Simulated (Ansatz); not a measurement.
CH6GeOSi (`O[CH]1[SiH2][GeH2]1`), relaxed with RKS PBE-D4/def2-SVP in Ansatz 0.2.0 from a rough embedded geometry. The force threshold is 0.03 eV/Å; the program also tests the step.

Charge 0, multiplicity 1.

Start:

```xyz
10

O     0.007   -0.861   -1.503
C     0.114   -0.742   -0.140
Si    1.324    0.536    0.245
Ge   -1.060    0.733    0.528
H    -0.818   -1.490   -1.648
H     0.157   -1.671    0.463
H     1.757    1.423   -0.870
H     1.985    0.463    1.541
H    -1.611    0.297    1.975
H    -1.856    1.311   -0.592
```

(1) How much energy does the relaxation release, and in how many steps? (Best estimate.)

(2) Which bonds change most? (An estimate is asked.)

(3) Give the relaxed structure. (Estimate.)

## Answers

(1) The calculation gave: 67.09 kJ/mol, in 9 steps, 1 of them rejected.

(2) Ansatz gave: C2–Si3 from 1.801 to 1.921 Å; Si3–Ge4 from 2.409 to 2.334 Å; O1–H5 from 1.047 to 0.976 Å; Ge4–H9 from 1.609 to 1.547 Å.

(3) The calculation gave: 
```xyz
10

O     0.074   -1.139   -1.570
C     0.102   -0.783   -0.214
Si    1.238    0.667    0.333
Ge   -1.081    0.686    0.596
H    -0.770   -1.601   -1.734
H     0.151   -1.635    0.506
H     1.749    1.513   -0.795
H     2.264    0.407    1.400
H    -1.847    0.349    1.897
H    -1.880    1.536   -0.419
```
